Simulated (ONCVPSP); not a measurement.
## PBE ONCV dataset for Si, scalar-relativistic all-electron reference.

ONCVPSP 4.0.1 input, shortened (lines: element, Z, core and valence counts, functional; n l f; lmax; l rc ep ncon nbas qcut; lloc lpopt rc5 dvloc0; l nproj debl; icmod fcfact rcfact), PBE, scalar-relativistic:

```
  Si 14.00    3    2        4      upf
    1    0    2.00
    2    0    2.00
    2    1    6.00
    3    0    1.00
    3    1    3.00
    1
    0    1.75    0.00    3    7    4.40
    1    2.10    0.00    5    9    4.70
    4    5    1.55    1.00
    0    2    1.30
    1    2    1.20
    0    0.00    0.00
```

All-electron outer shells of the reference configuration (PBE, scalar-relativistic, ld1.x):

```
shell  level (eV)  outermost node (bohr)  outermost maximum (bohr)
   2s     -141.15                   0.15                      0.45
   2p      -97.20                      –                      0.39
   3s      -11.56                   0.72                      1.77
   3p       -4.67                   0.72                      2.11
```

Results:

```
Cutoffs needed           : 7.5 Ha and 9.8 Ha (the cutoffs (Ha) at which the residual kinetic energy of the hardest occupied pseudo-wave falls to 1 and 0.1 mHa per electron)
Ghost test               : no bound ghost flagged; no localised positive-energy state flagged
Largest excitation error : -15 meV (all-electron minus pseudo) for 3s2 3p0, out of 4 test configurations
```

Generation and tests took about 2.7 s on one core of a shared server CPU.
